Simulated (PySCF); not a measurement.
PySCF 2.14 output of an unrestricted PBE0 calculation on a single atom or ion in aug-cc-pVTZ-PP with one added diffuse shell each of s, p, d, f, g type with ECP60MDF (7s7p6d4f3g, 113 functions), with scalar relativity through the core potential:

```
SCF conv_tol = 1e-09
number electrons alpha = 7  beta = 4
    C. Adamo and V. Barone.,  J. Chem. Phys. 110, 6158 (1999)
    M. Ernzerhof and G. E. Scuseria.,  J. Chem. Phys. 110, 5029 (1999)
cycle= 1 E= -56.4315724645016  delta_E= -0.00349  |g|= 0.0128  |ddm|= 0.0889
cycle= 2 E= -56.4316412354191  delta_E= -6.88e-05  |g|= 0.00384  |ddm|= 0.0275
cycle= 3 E= -56.4316465718396  delta_E= -5.34e-06  |g|= 0.000343  |ddm|= 0.00897
cycle= 4 E= -56.4316466393039  delta_E= -6.75e-08  |g|= 1e-05  |ddm|= 0.000583
cycle= 5 E= -56.4316466393809  delta_E= -7.7e-11  |g|= 3.71e-07  |ddm|= 2.37e-05
converged SCF energy = -56.4316466393809  <S^2> = 3.7513469  2S+1 = 4.0006734
```

The run itself started from symmetry-adapted Hartree-Fock orbitals and held the occupation by maximum overlap, on a logarithmic radial grid, so the iterations belong to that start.

Question: Which element, charge and spin multiplicity is this?

Answer: Ta²⁺ (tantalum, charge +2), multiplicity 4; the state was [Xe] 4f14 5d2 6s1, high-spin 4F determinant (an excited configuration).

Energies and moments cover only the electrons outside the core potential. Spin-orbit coupling, absent here, splits the open shell strongly.
